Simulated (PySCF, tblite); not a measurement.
Compound: C₃H₇AlN₂.
Geometry (GFN2-xTB, Å), atoms numbered from 1 in this order:
```
atom  x, y, z in Å
C1    -2.894    0.461   -0.388
N2    -1.950   -0.336   -0.536
Al3   -0.757   -1.658   -0.749
N4     0.848   -0.464   -0.804
C5     1.596    0.219   -0.267
C6     2.536    1.071    0.381
H7    -3.029    1.058    0.525
H8    -3.655    0.637   -1.159
H9    -0.698   -2.442   -2.085
H10   -0.325   -2.407    0.555
H11    3.027    1.709   -0.354
H12    2.014    1.690    1.110
H13    3.283    0.463    0.892
```

Jobs on this species (13 atoms, 52 electrons) with PySCF (density fitting) and tblite. Hardware of each: Arm Neoverse N1, one thread, shared host. Other jobs ran on the host; a repeat could differ by tens of per cent or more.

Problem. Rank these jobs by wall time, shortest first.
A. PBE0/pcSseg-1; shieldings, charges and field gradients, density and orbital grids written; 144 basis functions
B. GFN2-xTB; L-BFGS relaxation
C. GFN2-xTB; Hessian by finite differences

Solution. C (0.51 s), B (1.1 s), A (34 s).

All jobs:

```
level and settings                                                                        work  basis functions  SCF cycles  wall time
          GFN2-xTB                                               Hessian by finite differences                –           –     0.51 s
          GFN2-xTB                                                           L-BFGS relaxation                –           –      1.1 s
     PBE0/pcSseg-1  shieldings, charges and field gradients, density and orbital grids written              144          14       34 s
```

Problem. What do all jobs in the table cost together?

Solution. About 36 s; the longest takes about 95 % of that, and about 67 times as long as the shortest.
